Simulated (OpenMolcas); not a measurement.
Mo²⁺: from CASSCF to CASPT2

| Quantity | Value |
| --- | --- |
| Program | OpenMolcas 26.06 |
| Basis | ANO-RCC-VTZP [7s6p4d2f1g] |
| Scalar Hamiltonian | DKH2, point nucleus |
| Active space | 4 electrons in 6 orbitals (4d 5s) |
| State averaging | 2S+1 = 5 even, 15 roots; 2S+1 = 3 even, 95 roots; 2S+1 = 1 even, 90 roots |
| Spin-orbit coupling | state interaction with AMFI integrals over the reference wave functions, term energies averaged over their components |

Methods on the same reference wave functions:
A. CASSCF
B. SS-CASPT2, IPEA 0.25 Eh, imaginary shift 0.1 Eh (closed shells correlated: 4s 4p)
C. MS-CASPT2, IPEA 0.25 Eh, imaginary shift 0.1 Eh (closed shells correlated: 4s 4p)

Energies in eV above 4d⁴ ⁵D₀, the measured ground level; measured values from Sugar and Musgrove, J. Phys. Chem. Ref. Data 17, 155 (1988).

| Level | A | B | C | Measured |
| --- | --- | --- | --- | --- |
| 4d⁴ ⁵D₀ | 0.0000 | 0.0000 | 0.0000 | 0.0000 |
| 4d⁴ ⁵D₁ | 0.0292 | 0.0307 | 0.0307 | 0.0300 |
| 4d⁴ ⁵D₂ | 0.0823 | 0.0851 | 0.0851 | 0.0829 |
| 4d⁴ ⁵D₃ | 0.1531 | 0.1562 | 0.1562 | 0.1518 |
| 4d⁴ ⁵D₄ | 0.2371 | 0.2394 | 0.2394 | 0.2321 |
| 4d⁴ ³P₀(1) | 1.7723 | 1.506 | 1.506 | 1.3823 |
| 4d⁴ ³H₄ | 1.8781 | 1.732 | 1.732 | 1.5721 |
| 4d⁴ ³P₁(1) | 1.9239 | 1.661 | 1.661 | 1.5511 |
| 4d⁴ ³H₅ | 1.9427 | 1.804 | 1.804 | 1.6460 |
| 4d⁴ ³H₆ | 2.0038 | 1.870 | 1.870 | 1.7124 |
| 4d⁴ ³F₂(1) | 2.1178 | 1.876 | 1.876 | 1.7269 |
| 4d⁴ ³F₃(1) | 2.1227 | 1.879 | 1.879 | 1.7294 |
| 4d⁴ ³F₄(1) | 2.1549 | 1.922 | 1.922 | 1.7725 |
| 4d⁴ ³P₂(1) | 2.1631 | 1.896 | 1.896 | 1.7801 |
| 4d⁴ ³G₃ | 2.3988 | 2.134 | 2.134 | 1.9678 |
| 4d⁴ ³G₄ | 2.4550 | 2.190 | 2.190 | 2.0188 |
| 4d⁴ ³G₅ | 2.5026 | 2.241 | 2.241 | 2.0723 |
| 4d⁴ ¹I₆ | 2.9122 | 2.672 | 2.672 | 2.5157 |
| 4d⁴ ³D₃ | 3.0552 | 2.593 | 2.593 | 2.4162 |
| 4d⁴ ³D₂ | 3.0638 | 2.606 | 2.606 | 2.4272 |
| 4d⁴ ¹G₄(1) | 3.0966 | 2.781 | 2.781 | 2.5555 |
| 4d⁴ ³D₁ | 3.1050 | 2.645 | 2.645 |  |
| 4d⁴ ¹D₂(1) | 3.5315 | 3.091 | 3.091 | 2.8276 |
| 4d⁴ ¹S₀(1) | 3.5763 | 3.058 | 3.058 | 2.8504 |

Deviations, from unrounded energies. A percentage is the sum of absolute deviations over the sum of measured energies, with the sign that they share, or ± where signs differ.

```
                        Against measurement  Levels      A     B     C
             mean absolute deviation (cm-1)      22   3000  1100  1100
      fine structure of the ground term (%)       4   ±1.5  +2.9  +2.9
other terms of the ground configuration (%)      18  +22.3  +8.2  +8.2
```

B, C lie about equally close to measurement and A furthest from it. The largest miss of C in the table is 4d⁴ ¹D₂(1), by +2100 cm-1. The ranking rests on the paired levels alone, and a cruder setting can come out closer through cancelling errors.

Between B and C no level of the table moves by more than 5 cm-1.

The two smallest mean deviations differ by little beside CASPT2's spread within terms, so their order carries little weight.

From A to B the spin-free energies of the other terms of 4d⁴ shown, above ⁵D, scale by factors of 0.84 to 0.92, as is usual when dynamic correlation screens the repulsion within a d or f shell.

The lowest spin-free term lies below A's lowest term by 0.337 hartree in B, 0.337 hartree in C.

CASPT2 does not keep the components of a term degenerate, so their means are used; among the terms shown or strongly mixed into the levels shown the widest spread is 260 cm-1 (4d⁴ ¹G(1), C). Configurations are named by rounded mean occupations; where the s occupation lies near a half they are strongly mixed, a name can repeat and a true partner stay unpaired. Without dynamic correlation excited terms often stand tens of per cent too high (terms of higher spin than the ground term too low), and those without a measured partner can miss by more than the paired ones (holds for A). Some levels mix across a computed gap that differs much from the measured one, so their mixing is not that of the real levels (holds for A). Blocks of more than 70 roots (2S+1 = 3 even, 1 even) ran without multistate coupling (holds for C). Measured partners are found by configuration, term and J. A level has none where our copy of the source lacks it or the pairing is in doubt (some pairs that miss far off the trend of their configuration count as doubtful), and it then counts in no deviation. Only configurations of the active space appear. The table leaves out levels that lie high or whose names do not pair safely across all columns.

A number in round brackets counts repeated terms of one configuration in the order of the reference energies.
